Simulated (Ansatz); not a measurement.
C2H8FNSi can be A, `CN[SiH](C)F`, or B, `C[SiH](F)CN`.

Gas-phase electronic energies from Ansatz, PBE0-D4/def2-TZVP geometries. CCSD(T)/CBS adds triple-zeta CCSD(T) − MP2 to the extrapolated MP2 energy (def2 sets, frozen cores). Functionals use def2-TZVPP. B3LYP here is the variant with VWN-RPA as its local correlation; programs differ in this. One conformer a species, not always the lowest.

(1) Which is lower in electronic energy at CCSD(T)/CBS, and by how much? (Estimate.)

(2) Give E(B) − E(A) in kJ/mol with PBE-D4, r2SCAN-D4, CCSD/def2-TZVPP, B3LYP, CCSD(T)/def2-TZVPP, PBE0-D4, MP2/def2-TZVPP. (Estimate.)

Largest T1 diagnostic: 0.010.

Results:

(1) Computed: A, by 78.7 kJ/mol.

(2) Computed: PBE-D4 72.3, r2SCAN-D4 77.8, CCSD/def2-TZVPP 79.1, B3LYP 79.1, CCSD(T)/def2-TZVPP 78.3, PBE0-D4 74.8, MP2/def2-TZVPP 80.5. None reverses the order clearly.

In def2-TZVPP, CCSD(T) changes the Hartree–Fock value by −7.3 kJ/mol (the triples alone add −0.8 kJ/mol) and MP2 by −5.0 kJ/mol.
